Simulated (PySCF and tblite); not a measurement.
Results of a calculation; reference values are marked as such.
## Conformer ensemble of C7H12O, numbered as in [CH3:1][CH:2]1[CH2:3][CH2:4][C:5](=[O:6])[CH2:7][CH2:8]1

Free energies: HSE06-D3(BJ)/pcSseg-1 (IEF-PCM, acetonitrile) on GFN2-xTB structures plus GFN2-xTB thermal terms, symmetry and mirror images included. Conformers within 2.5 kcal/mol (GFN2-xTB free energy) were kept, 5 at most. GIAO shieldings: HSE06/pcSseg-1 (IEF-PCM, acetonitrile). Shifts are against TMS (¹H), TMS (¹³C) at the same level; of two unlike H on one atom, a is the less shielded. (PySCF 2.14, tblite 0.8.)

The 6-ring runs over atoms 2–3–4–5–7–8. Of a mirror pair one member is shown.

```json
{"conformer": "1", "shape": "6-ring chair (all substituents equatorial)", "symmetry": "Cs", "E(GFN2) kcal/mol": "0.00", "E(DFT) kcal/mol": "0.00", "G(298.15 K) kcal/mol": "0.00", "weight %": "87.3", "dipole D": "4.24"}
{"conformer": "2", "shape": "6-ring chair (C1 axial)", "symmetry": "Cs", "E(GFN2) kcal/mol": "1.08", "E(DFT) kcal/mol": "0.98", "G(298.15 K) kcal/mol": "1.18", "weight %": "12.0", "dipole D": "4.27"}
{"conformer": "3", "shape": "6-ring twist-boat (ring torsions -63, 28, 32, -63, 28, 32°)", "symmetry": "C1 (pair)", "E(GFN2) kcal/mol": "2.33", "E(DFT) kcal/mol": "3.33", "G(298.15 K) kcal/mol": "2.85", "weight %": "0.7", "dipole D": "4.14"}
```

Weights (%) against temperature:

```csv
T (K),1,2,3,S(mix) cal/mol/K
250,90.9,8.9,0.3,0.63
298.15,87.3,12.0,0.7,0.82
350,83.5,14.9,1.5,1.01
```

Averaged shifts at 298.15 K. ¹H: 2.59 (H4a/H7a, 2H), 2.26 (H4b/H7b, 2H), 2.08 (H3a/H8a, 2H), 1.85 (H2, 1H), 1.46 (H3b/H8b, 2H), 1.09 (H1, 3H) ppm. ¹³C: 224.8 (C5), 46.0 (C4/C7), 40.4 (C3/C8), 36.2 (C2), 23.3 (C1) ppm.

Coordinates of conformer 1 (Å):

```xyz
20

C    -2.296   -0.169    0.310
C    -0.897   -0.050   -0.289
C    -0.206    1.224    0.196
C     1.192    1.362   -0.411
C     2.026    0.137   -0.117
O     3.118    0.187    0.390
C     1.359   -1.157   -0.521
C    -0.042   -1.259    0.087
H    -2.243   -0.212    1.396
H    -2.906    0.688    0.032
H    -2.789   -1.071   -0.045
H    -0.988   -0.007   -1.380
H    -0.124    1.197    1.285
H    -0.802    2.099   -0.071
H     1.109    1.462   -1.496
H     1.698    2.246   -0.020
H     1.284   -1.173   -1.611
H     1.979   -1.998   -0.206
H     0.042   -1.317    1.174
H    -0.519   -2.178   -0.260
```

Shifts are unscaled: against experiment ¹³C can be off by 15 ppm or more and ¹H by 0.8 ppm.
